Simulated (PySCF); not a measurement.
silanone (H2OSi), SMILES O=[SiH2]. Atoms are numbered in the order given.

```xyz
4

Si     0.0000     0.0000     0.4374
O      0.0000     0.0000    -1.0821
H      0.0000    -1.2270     1.2664
H      0.0000     1.2270     1.2664
```

Geometry optimised at B3LYP-D3(BJ)/def2-TZVP.

The numbers are results of TDDFT-B3LYP/def2-TZVPD run with PySCF 2.14.0, not measurements.

Vertical excitations. The molecule is in vacuum. State labels are in the subgroup C2v.

| state | symmetry | energy (eV) | λ (nm) | f | main pairs |
|---|---|---|---|---|---|
| S1 | A2 | 4.00 | 310 | 0.000 | HOMO→LUMO 100 % |
| S2 | B1 | 5.86 | 212 | 0.001 | HOMO−2→LUMO 100 % |
| S3 | A1 | 5.89 | 211 | 0.048 | HOMO−1→LUMO 91 % |
| S4 | B2 | 6.17 | 201 | 0.045 | HOMO→LUMO+1 98 % |
| S5 | A2 | 7.10 | 175 | 0.000 | HOMO−3→LUMO 100 % |
| S6 | B1 | 7.13 | 174 | 0.069 | HOMO−1→LUMO+1 98 % |
| S7 | B2 | 7.17 | 173 | 0.008 | HOMO→LUMO+2 94 % |
| S8 | B2 | 7.65 | 162 | 0.000 | HOMO→LUMO+3 93 % |
| S9 | B1 | 8.02 | 155 | 0.021 | HOMO−1→LUMO+2 92 % |
| S10 | A1 | 8.24 | 150 | 0.161 | HOMO−2→LUMO+1 84 % |
| T1 | A2 | 3.65 | 340 | 0 | HOMO→LUMO 99 % |
| T2 | A1 | 4.04 | 307 | 0 | HOMO−1→LUMO 98 % |
| T3 | B1 | 5.33 | 232 | 0 | HOMO−2→LUMO 96 % |
| T4 | B2 | 5.67 | 219 | 0 | HOMO→LUMO+1 98 % |
Triplets are in the Tamm–Dancoff approximation, which puts them higher than full response would, so one can lie above its singlet here.
